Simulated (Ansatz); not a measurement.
`C[B]([SiH3])[GaH2]` + CH₃NH₂ → `CNB(C)[SiH3]` + `[GaH3]`  (cleavage of the B–Ga bond)

Program: Ansatz. Geometries: PBE0-D4/def2-TZVP. ΔE: electronic, gas phase. CBS: MP2 limit from def2 TZ/QZ plus the TZ coupled-cluster correction, frozen cores. Functionals use def2-TZVPP. For Ga outer-core shells are correlated without core-valence functions, which leaves a few kJ/mol of doubt a bond. Scalar relativity is left out up to krypton. One conformer a species, not always the lowest.

```csv
level,ΔE (kJ/mol),difference from CCSD(T)/CBS
PBE-D4,-151.1,1.7
r2SCAN-D4,-155.7,-2.9
B97M-V,-161.2,-8.4
ωB97M-V,-162.7,-9.9
B2PLYP,-160.9,-8.1
PBE-QIDH,-159.2,-6.4
r2SCAN0,-157.3,-4.5
RPA@PBE/def2-TZVPP,-157.2,-4.4
HF/CBS(def2),-161.0,-8.2
CCSD/CBS(def2),-151.2,1.6
CCSD(T)/CBS,-152.8,0
```

Largest T1 diagnostic among the species: 0.014.

Leaving LDA and LC-ωPBE aside and taking each functional with its dispersion term where it has one, the values, not all of them listed here, spread over 15.0 kJ/mol, from CAM-B3LYP-D4 to PBE-D4. LDA lies −17.6 kJ/mol from PBE without D4. From PBE to PBE0 (25 % exact exchange), in def2-TZVPP and without D4, ΔE moves by −3.2 kJ/mol. At CCSD(T), def2-SVP lies −28.4 kJ/mol from the extrapolated value and def2-TZVPP −5.8 kJ/mol.

CCSD(T)/CBS has its own doubt, a few kJ/mol and more with outer-core shells, so smaller differences from it don't rank the levels.
